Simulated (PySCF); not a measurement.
C₄H₂Cl₃F, SMILES C=C=C(Cl)C(F)(Cl)Cl.

Geometry: B3LYP-D3(BJ)/def2-SVP. The structure was generated by enumeration, and PubChem lists no compound with its InChIKey, so it may never have been made. Other conformers were not sampled.

The numbers are results of B3LYP-D3(BJ)/def2-SVP (PySCF 2.14.0), not measurements.

Frequencies are harmonic and unscaled.

```json
[
 {"mode": "1", "ν (cm⁻¹)": "47", "IR (km/mol)": "0.4", "moving atoms (share of kinetic energy)": "Cl 54 %, C 29 %, F 10 %"},
 {"mode": "2", "ν (cm⁻¹)": "135", "IR (km/mol)": "1.2", "moving atoms (share of kinetic energy)": "C 52 %, Cl 20 %, H 15 %, F 13 %"},
 {"mode": "3", "ν (cm⁻¹)": "142", "IR (km/mol)": "0.2", "moving atoms (share of kinetic energy)": "Cl 78 %, C 15 %"},
 {"mode": "4", "ν (cm⁻¹)": "172", "IR (km/mol)": "0.3", "moving atoms (share of kinetic energy)": "Cl 91 %"},
 {"mode": "5", "ν (cm⁻¹)": "254", "IR (km/mol)": "1.0", "moving atoms (share of kinetic energy)": "Cl 70 %, C 15 %, F 14 %"},
 {"mode": "6", "ν (cm⁻¹)": "291", "IR (km/mol)": "1.7", "moving atoms (share of kinetic energy)": "C 60 %, H 22 %, Cl 9 %, F 9 %"},
 {"mode": "7", "ν (cm⁻¹)": "376", "IR (km/mol)": "1.4", "moving atoms (share of kinetic energy)": "F 45 %, Cl 40 %, C 15 %"},
 {"mode": "8", "ν (cm⁻¹)": "378", "IR (km/mol)": "0.1", "moving atoms (share of kinetic energy)": "F 48 %, Cl 44 %"},
 {"mode": "9", "ν (cm⁻¹)": "403", "IR (km/mol)": "13.7", "moving atoms (share of kinetic energy)": "C 51 %, Cl 34 %, F 12 %"},
 {"mode": "10", "ν (cm⁻¹)": "499", "IR (km/mol)": "4.3", "moving atoms (share of kinetic energy)": "C 39 %, F 31 %, Cl 28 %"},
 {"mode": "11", "ν (cm⁻¹)": "533", "IR (km/mol)": "6.7", "moving atoms (share of kinetic energy)": "C 49 %, Cl 39 %, F 9 %"},
 {"mode": "12", "ν (cm⁻¹)": "543", "IR (km/mol)": "11.6", "moving atoms (share of kinetic energy)": "C 82 %, Cl 14 %"},
 {"mode": "13", "ν (cm⁻¹)": "594", "IR (km/mol)": "3.8", "moving atoms (share of kinetic energy)": "H 95 %"},
 {"mode": "14", "ν (cm⁻¹)": "825", "IR (km/mol)": "239.8", "moving atoms (share of kinetic energy)": "C 90 %"},
 {"mode": "15", "ν (cm⁻¹)": "832", "IR (km/mol)": "118.9", "moving atoms (share of kinetic energy)": "C 87 %"},
 {"mode": "16", "ν (cm⁻¹)": "905", "IR (km/mol)": "34.7", "moving atoms (share of kinetic energy)": "H 73 %, C 27 %"},
 {"mode": "17", "ν (cm⁻¹)": "989", "IR (km/mol)": "0.0", "moving atoms (share of kinetic energy)": "H 63 %, C 37 %"},
 {"mode": "18", "ν (cm⁻¹)": "1046", "IR (km/mol)": "216.1", "moving atoms (share of kinetic energy)": "C 82 %, F 14 %"},
 {"mode": "19", "ν (cm⁻¹)": "1183", "IR (km/mol)": "28.3", "moving atoms (share of kinetic energy)": "C 78 %, F 17 %"},
 {"mode": "20", "ν (cm⁻¹)": "1273", "IR (km/mol)": "27.5", "moving atoms (share of kinetic energy)": "C 65 %, H 34 %"},
 {"mode": "21", "ν (cm⁻¹)": "1452", "IR (km/mol)": "8.7", "moving atoms (share of kinetic energy)": "H 57 %, C 43 %"},
 {"mode": "22", "ν (cm⁻¹)": "2074", "IR (km/mol)": "15.2", "moving atoms (share of kinetic energy)": "C 99 %"},
 {"mode": "23", "ν (cm⁻¹)": "3117", "IR (km/mol)": "0.0", "moving atoms (share of kinetic energy)": "H 95 %"},
 {"mode": "24", "ν (cm⁻¹)": "3205", "IR (km/mol)": "0.4", "moving atoms (share of kinetic energy)": "H 89 %, C 11 %"}
]
```
